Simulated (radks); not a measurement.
Question: The mean radii <r> (bohr) of the occupied orbitals of an atom or ion are listed with their occupations. Method: scalar-relativistic Kohn-Sham, PBE, spin-polarised, spherical densities, finite nucleus; Fermi nuclear charge, rms radius of each element as measured or else 0.836 A^(1/3) + 0.57 fm; computed with a radial shooting solver on a logarithmic mesh with Libxc functionals.

orbital  occ.      <r>
1s up       1  0.02074
1s down     1  0.02074
2s up       1  0.08810
2s down     1  0.08810
2p up       3  0.07806
2p down     3  0.07806
3s up       1   0.2299
3s down     1   0.2298
3p up       3   0.2289
3p down     3   0.2288
3d up       5   0.2079
3d down     5   0.2078
4s up       1   0.5189
4s down     1   0.5189
4p up       3   0.5501
4p down     3   0.5502
4d up       5   0.5964
4d down     5   0.5969
5s up       1    1.272
5s down     1    1.280
5p up       3    1.503
5p down     3    1.518
4f up       7   0.8317
4f down     4   0.8587

Name the element and its charge. Open shells, if any, are filled with parallel spins first.

Answer: Z = 67, holmium, charge +2: Ho2+ in [Xe] 4f11. The 1s radius gives Z: for a bare nucleus <r> = (2 gamma + 1)/(2Z) with gamma = sqrt(1 - (Z/c)^2), 0.02048 bohr for Z = 67, and screening makes it slightly larger (0.02074 here). The occupations add up to 65, and the charge is Z minus that.
